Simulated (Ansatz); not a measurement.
Molecule: CuF2, net charge 0, doublet state. The spin state was set by rule; other spins were not relaxed. 
Coordinates optimised at B3LYP-D3(BJ)/def2-TZVP (Ansatz, a first-principles code):
```
Cu
F 1 1.7336
F 1 1.7336 2 180.00
```
Charge 0, spin multiplicity 2.

Basis-set convergence of Hartree-Fock and MP2 correlation energies (hartree) with Ansatz. Cores are frozen in the correlated levels unless marked. Open shells are spin-unrestricted. No spin-orbit coupling. Frozen are the shells of the preceding noble gas and the d and f shells that filled before the atom's block. No relativistic terms.

```
basis        functions        E(HF)  E(corr, MP2)
-----------  ---------  -----------  ------------
def2-SVPD           80  -1837.50992      -0.63294
def2-TZVPPD        147            …             …
```

Fill in the missing entries.


- def2-TZVPPD, E(HF): -1837.97947
- def2-TZVPPD, E(corr, MP2): -0.91938
